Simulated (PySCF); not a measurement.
C$_{4}$H$_{9}$S$_{2}$ (SMILES CC(C)(C)S[S]), doublet, geometry from GFN2-xTB; PySCF with HF/3-21G.

PySCF was given this input:
```python
from pyscf import gto, scf

mol = gto.M(
    atom='''
C    -1.26784722   -1.33145306    0.19153941
C    -0.82684775   -0.05778155   -0.50922530
C    -0.10273150   -0.35577324   -1.81101154
C    -1.98270467    0.90887361   -0.71074882
S     0.37149531    0.84791148    0.62925997
S     1.86660400   -0.35855890    0.91132312
H    -0.40994909   -1.96744072    0.40395888
H    -1.77105387   -1.10216406    1.12889812
H    -1.95570209   -1.88521390   -0.44473108
H     0.21989726    0.56507879   -2.29306335
H    -0.76567524   -0.88867324   -2.49009822
H     0.77225735   -0.97744896   -1.62796688
H    -2.45375456    1.14868409    0.24000249
H    -1.63563018    1.83378981   -1.16615462
H    -2.72919166    0.46055227   -1.36349716
''',
    basis='3-21g',
    spin=1,
    verbose=4,
)

mf = scf.UHF(mol)
mf.kernel()
```

It wrote (shortened):

```
PySCF version 2.14.0

[INPUT] verbose = 4
[INPUT] num. atoms = 15
[INPUT] num. electrons = 65
[INPUT] charge = 0
[INPUT] spin (= nelec alpha-beta = 2S) = 1
[INPUT] symmetry False subgroup None
[INPUT] Mole.unit = angstrom
[INPUT] Symbol           X                Y                Z      unit          X                Y                Z       unit  Magmom
[INPUT]  1 C     -1.267847220000  -1.331453060000   0.191539410000 AA   -2.395884013591  -2.516081631114   0.361957026961 Bohr   0.0
[INPUT]  2 C     -0.826847750000  -0.057781550000  -0.509225300000 AA   -1.562515794213  -0.109191304553  -0.962296352699 Bohr   0.0
[INPUT]  3 C     -0.102731500000  -0.355773240000  -1.811011540000 AA   -0.194134399366  -0.672313986049  -3.422315819027 Bohr   0.0
[INPUT]  4 C     -1.982704670000   0.908873610000  -0.710748820000 AA   -3.746768812196   1.717522204745  -1.343120613158 Bohr   0.0
[INPUT]  5 S      0.371495310000   0.847911480000   0.629259970000 AA    0.702024392460   1.602320475075   1.189129004452 Bohr   0.0
[INPUT]  6 S      1.866604000000  -0.358558900000   0.911323120000 AA    3.527370343018  -0.677578120525   1.722151107784 Bohr   0.0
[INPUT]  7 H     -0.409949090000  -1.967440720000   0.403958880000 AA   -0.774691505115  -3.717924127117   0.763371648786 Bohr   0.0
[INPUT]  8 H     -1.771053870000  -1.102164060000   1.128898120000 AA   -3.346806766151  -2.082788217739   2.133308269336 Bohr   0.0
[INPUT]  9 H     -1.955702090000  -1.885213900000  -0.444731080000 AA   -3.695741331339  -3.562537957223  -0.840419940282 Bohr   0.0
[INPUT] 10 H      0.219897260000   0.565078790000  -2.293063350000 AA    0.415545596942   1.067844151901  -4.333261717778 Bohr   0.0
[INPUT] 11 H     -0.765675240000  -0.888673240000  -2.490098220000 AA   -1.446916503961  -1.679349037830  -4.705603659067 Bohr   0.0
[INPUT] 12 H      0.772257350000  -0.977448960000  -1.627966880000 AA    1.459354889182  -1.847110835141  -3.076411543063 Bohr   0.0
[INPUT] 13 H     -2.453754560000   1.148684090000   0.240002490000 AA   -4.636924095303   2.170698333745   0.453538975314 Bohr   0.0
[INPUT] 14 H     -1.635630180000   1.833789810000  -1.166154620000 AA   -3.090893081273   3.465360510918  -2.203712850696 Bohr   0.0
[INPUT] 15 H     -2.729191660000   0.460552270000  -1.363497160000 AA   -5.157424778847   0.870317656347  -2.576636204022 Bohr   0.0

nuclear repulsion = 380.822287779049
number of shells = 52
number of NR pGTOs = 141
number of NR cGTOs = 80
basis = 3-21g
ecp = {}

******** <class 'pyscf.scf.uhf.UHF'> ********
method = UHF
initial guess = minao
damping factor = 0
level_shift factor = 0
DIIS = <class 'pyscf.scf.diis.CDIIS'>
diis_start_cycle = 1
diis_space = 8
diis_damp = 0
SCF conv_tol = 1e-09
SCF conv_tol_grad = None
SCF max_cycles = 50
direct_scf = True
direct_scf_tol = 1e-13
number electrons alpha = 33  beta = 32
Set gradient conv threshold to 3.16228e-05
init E= -947.430365031506

cycle= 1 E= -946.870607364969  delta_E= 0.56  |g|= 0.306  |ddm|= 2.57
cycle= 2 E= -946.932508010221  delta_E= -0.0619  |g|= 0.165  |ddm|= 0.721
cycle= 3 E= -946.948408332237  delta_E= -0.0159  |g|= 0.0384  |ddm|= 0.303
cycle= 4 E= -946.951007795984  delta_E= -0.0026  |g|= 0.0163  |ddm|= 0.0982
cycle= 5 E= -946.951843123396  delta_E= -0.000835  |g|= 0.012  |ddm|= 0.0483
cycle= 6 E= -946.952724186352  delta_E= -0.000881  |g|= 0.0082  |ddm|= 0.0648
cycle= 7 E= -946.953234619235  delta_E= -0.00051  |g|= 0.00303  |ddm|= 0.076
cycle= 8 E= -946.953274166447  delta_E= -3.95e-05  |g|= 0.00131  |ddm|= 0.0178
cycle= 9 E= -946.953280445389  delta_E= -6.28e-06  |g|= 0.000695  |ddm|= 0.00724
cycle= 10 E= -946.953282135446  delta_E= -1.69e-06  |g|= 0.00039  |ddm|= 0.00385
cycle= 11 E= -946.953282749806  delta_E= -6.14e-07  |g|= 0.00018  |ddm|= 0.00277
cycle= 12 E= -946.953282881175  delta_E= -1.31e-07  |g|= 5.82e-05  |ddm|= 0.00165
cycle= 13 E= -946.95328288981  delta_E= -8.64e-09  |g|= 3.26e-05  |ddm|= 0.000304
cycle= 14 E= -946.953282892681  delta_E= -2.87e-09  |g|= 1.81e-05  |ddm|= 0.000209
cycle= 15 E= -946.953282893618  delta_E= -9.37e-10  |g|= 7.92e-06  |ddm|= 9.68e-05
Extra cycle  E= -946.953282893735  delta_E= -1.17e-10  |g|= 5.38e-06  |ddm|= 2.1e-05
converged SCF energy = -946.953282893735  <S^2> = 0.75542327  2S+1 = 2.0054159
```
